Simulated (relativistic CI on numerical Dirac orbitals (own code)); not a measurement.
Br XXV: sensitivity of the levels to the model

Base calculation: Dirac-Coulomb-Breit CI, separate exchange-only KLI orbitals for each configuration, model QED (radiative potential, 1s self-energy scaled to tabulated hydrogen-like ionisation energies), unscaled Slater integrals.

CI space (outside the closed core [Ne]): 3s, 3p, 3d, 4s, 4p, 4d, 4f, 5s, 5p, 5d, 5f, 5g, 6s, 6p, 6d, 7s, 7p. Levels of other configurations are missing.

Variants: (1) QED terms removed. Shifts of the energy above 3s 2S_1/2, in eV, for the lowest level and the first level of each name with at least 55 % of one term (blank where a level changes its place among those of its configuration and J or its character, or is not in the variant):

| Level | Base | Δ(1) |
| --- | --- | --- |
| 3s 2S_1/2 | 0.000 | 0.000 |
| 3p 2P°_1/2 | 54.208 | +0.300 |
| 3p 2P°_3/2 | 65.486 | +0.275 |
| 3d 2D_3/2 | 137.821 | +0.298 |
| 3d 2D_5/2 | 139.894 | +0.291 |
| 4s 2S_1/2 | 517.724 | +0.170 |
| 4p 2P°_1/2 | 539.764 | +0.290 |
| 4p 2P°_3/2 | 544.260 | +0.280 |
| 4d 2D_3/2 | 571.228 | +0.288 |
| 4d 2D_5/2 | 572.150 | +0.285 |
| 4f 2F°_5/2 | 585.241 | +0.284 |
| 4f 2F°_7/2 | 585.606 | +0.283 |
| 5s 2S_1/2 | 743.745 | +0.227 |
| 5p 2P°_1/2 | 754.748 | +0.286 |

At this charge energies of transitions that change n are usually good to better than 1 %, and those within a shell (Δn = 0) to a few per cent.

Ionisation energy from the two ground configurations alone: base 1118.38 eV; QED terms removed 1118.67 eV. The NIST ASD value (semi-empirical) is 1119.17 eV.
